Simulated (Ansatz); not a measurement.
Input and output for `C[O][Mo]([OH])([F])(=[S])[Cl]`.

```yaml
crystal:
  periodic: [false, false, false]
  atoms:
    - {symbol: C, position_ang: [1.049308, -1.520204, 0.108665]}
    - {symbol: O, position_ang: [0.601237, -0.354866, 0.738350]}
    - {symbol: Mo, position_ang: [-0.368501, 1.096184, 0.203852]}
    - {symbol: O, position_ang: [-1.666545, -0.196474, -0.287848]}
    - {symbol: F, position_ang: [-1.332615, 2.123941, -1.029290]}
    - {symbol: S, position_ang: [-0.828293, 2.041480, 2.000632]}
    - {symbol: Cl, position_ang: [1.493739, 2.044410, -0.723942]}
    - {symbol: H, position_ang: [0.212367, -1.988250, -0.419818]}
    - {symbol: H, position_ang: [1.839647, -1.267784, -0.606303]}
    - {symbol: H, position_ang: [1.441454, -2.200575, 0.866249]}
    - {symbol: H, position_ang: [-2.376399, 0.165339, -0.829948]}
basis:
  gaussian: {orbitals: def2-TZVPD}
hamiltonian: {xc: {name: B2PLYP}, pseudopotentials: {relativity: none}}
output: {forces: true}
```

```sh
$ ansatz run in.yaml --threads 2 --pin off --events-out ev --progress --plain --max-ram 20480MiB --backend cuda --devices 0, --max-vram 18GiB
```

Shortened log:

```
Functional definition: B2PLYP
2194 factors; integrals over basis functions are off by at most 8.7e-4 eV
mean field evaluation 1: about -33092.6731 eV, gradient 8.4e1 eV
mean field evaluation 2: about -33093.1183 eV, gradient 8.4e1 eV
mean field evaluation 4: about -33103.9950 eV, gradient 2.8e1 eV
mean field evaluation 8: about -33105.3200 eV, gradient 1.9e0 eV
mean field evaluation 16: about -33105.3492 eV, gradient 7.0e-3 eV
mean field -33105.34923779 eV, -1216.5991448770 hartree, gradient 8.8e-6 eV, S^2 0.000000; 0 other end points of the search recorded, 0 dependent functions left out
14 core orbitals not correlated: weight in the atoms' cores, before any rotation towards them, 1.000 or more for the frozen orbitals, at most 0.000 for the correlated occupied ones
reference -33105.34946375 eV, -1216.5991531811 hartree; 27, 27 occupied and 284, 284 virtual orbitals, 2194 factors
second order -62.02830440 eV of doubles, -0.00000000 eV of singles
Total energy: -33122.09710594 eV, -1217.2146176795 hartree
Atom 0 at     1.049308    -1.520204     0.108665 Å, force     0.214728    -0.496492    -0.215789 eV/Å
Atom 1 at     0.601237    -0.354866     0.738350 Å, force     0.246839    -0.259562     0.524347 eV/Å
Atom 2 at    -0.368501     1.096184     0.203852 Å, force     0.326662    -0.020574    -0.677442 eV/Å
Atom 3 at    -1.666545    -0.196474    -0.287848 Å, force    -0.363355    -0.606124    -0.020765 eV/Å
Atom 4 at    -1.332615     2.123941    -1.029290 Å, force    -0.380558     0.425178    -0.374261 eV/Å
Atom 5 at    -0.828293     2.041480     2.000632 Å, force    -0.263258     0.547881     1.061327 eV/Å
Atom 6 at     1.493739     2.044410    -0.723942 Å, force     0.429054     0.244468    -0.186309 eV/Å
Atom 7 at     0.212367    -1.988250    -0.419818 Å, force     0.038685     0.042111     0.031907 eV/Å
Atom 8 at     1.839647    -1.267784    -0.606303 Å, force    -0.051378     0.001771     0.043370 eV/Å
Atom 9 at     1.441454    -2.200575     0.866249 Å, force    -0.022853     0.038568    -0.045245 eV/Å
Atom 10 at    -2.376399     0.165339    -0.829948 Å, force    -0.174568     0.082774    -0.141140 eV/Å
Dipole moment:     0.032573    -0.634715     0.086883 e Å
```

Hardware: 2 threads of an AMD EPYC 7R13 on a shared host and a share of an NVIDIA H100 80 GB. Wall time 11 s, peak host memory 2 GiB.
